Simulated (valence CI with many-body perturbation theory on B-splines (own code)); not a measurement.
The numbers below are computed, except where a source is named.
# Sensitivity of CI+MBPT for Se³⁺

Method: relativistic CI+MBPT: three valence electrons over a frozen Dirac-Fock core [Ar] 3d10, radial functions for each j: 6 s, 6 p, 5 d, 3 f, 1 g, with the one-electron correlation potential Σ1 (screened to all orders), the two-electron term Σ2, the three-electron term Σ3, Breit, model QED; selected single and double excitations, second order for the rest, scaled by the run's own slope (own B-spline code, finite nucleus).

Set against measurement, 13 paired levels are off by 125 cm⁻¹ on average, the worst by 242. These come from a selection out of Moore, Atomic Energy Levels, vol. II, NSRDS-NBS 35 (1971 reprint of NBS Circular 467, 1952), an old analysis. Levels without a partner in it may be off by more.

The reference run has the lowest level 4s2 4p 2P°_1/2 and an ionisation energy of 42.9425 eV. Its largest variational space holds 4850 state functions.

Reference levels: 4s2 4p 2P°_3/2 4362, 4s 4p2 4P_1/2 79045, 4s 4p2 4P_3/2 80791, 4s 4p2 4P_5/2 83228, 4s 4p2 2D_3/2 103970, 4s 4p2 2D_5/2 104464, 4s 4p2 2S_1/2 128723, 4s 4p2 2P_1/2 136214, 4s 4p2 2P_3/2 138449, 4s2 4d 2D_3/2 153205, 4s2 4d 2D_5/2 153597, 4s2 5s 2S_1/2 157162 cm⁻¹.

Problem. Rank these changes by the mean size of the shift of these levels, smallest first.
A. screening of Σ1 on → off
B. hole-hole ladder in Σ2 on → off
C. Breit term on → off; selection threshold (hartree) 2e-08 → 2e-07

Solution. B (12 cm⁻¹), C (89 cm⁻¹), A (290 cm⁻¹).
